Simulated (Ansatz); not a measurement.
The same redistribution along the group B, Al, In.

Gas-phase electronic energies from Ansatz, PBE0-D4/def2-TZVP geometries. CCSD(T)/CBS adds triple-zeta CCSD(T) − MP2 to the extrapolated MP2 energy (def2 sets, frozen cores). This one scheme is used for every species. Functionals use def2-TZVPP. Elements past krypton have def2 core potentials. For In, W outer-core shells are correlated without core-valence functions, which leaves a few kJ/mol of doubt a bond. One conformer a species, not always the lowest.

```csv
reaction,CCSD(T)/CBS(def2) (kJ/mol)
`OBCl` + `[OH][W]([OH])([OH])([OH])([OH])[F]` → `OBO` + `[OH][W]([OH])([OH])([OH])([F])[Cl]`,?
`[OH][AlH][Cl]` + `[OH][W]([OH])([OH])([OH])([OH])[F]` → `[OH][AlH][OH]` + `[OH][W]([OH])([OH])([OH])([F])[Cl]`,8
`[OH][InH][Cl]` + `[OH][W]([OH])([OH])([OH])([OH])[F]` → `[OH][InH][OH]` + `[OH][W]([OH])([OH])([OH])([F])[Cl]`,68
```

Q: Fill in the missing values. (An estimate is asked.)

A: Computed: `OBCl` + `[OH][W]([OH])([OH])([OH])([OH])[F]` → `OBO` + `[OH][W]([OH])([OH])([OH])([F])[Cl]`: -62.0 kJ/mol.

Largest T1 diagnostic: 0.022, for `[OH][W]([OH])([OH])([OH])([OH])[F]`.
